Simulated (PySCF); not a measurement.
HfO₃, multiplicity 1. Atoms are numbered in the order given.

```xyz
4

Hf     0.2050     0.1798     0.0000
O     -1.0656     1.4243     0.0000
O     -0.3897    -1.5214     0.7608
O     -0.3897    -1.5214    -0.7608
```

Geometry optimised at B3LYP-D3(BJ)/def2-TZVP. The spin state was assumed, not searched. The def2 effective core potentials stand for the cores of Hf; spin–orbit coupling is left out.

Calculation: PBE/def2-TZVPD run with PySCF.

Isolated molecule, no solvent.

Q: Estimate the frontier levels, gap, dipole moment and polarisability. (Estimate from the structure and the level; the computed values follow.)

A: 
* **highest occupied level**: -5.49 eV
* **lowest empty level**: -4.00 eV
* **orbital gap**: 1.49 eV
* **dipole moment**: 7.23 D
* **quadrupole, principal values (traceless, Buckingham form, about the centre of nuclear charge)**: -15.31, 7.10, 8.21 D·Å
* **mean static polarisability**: 50.4 bohr³ (7.47 Å³)
* **polarisability, principal values**: 42.6, 44.1, 64.6 bohr³
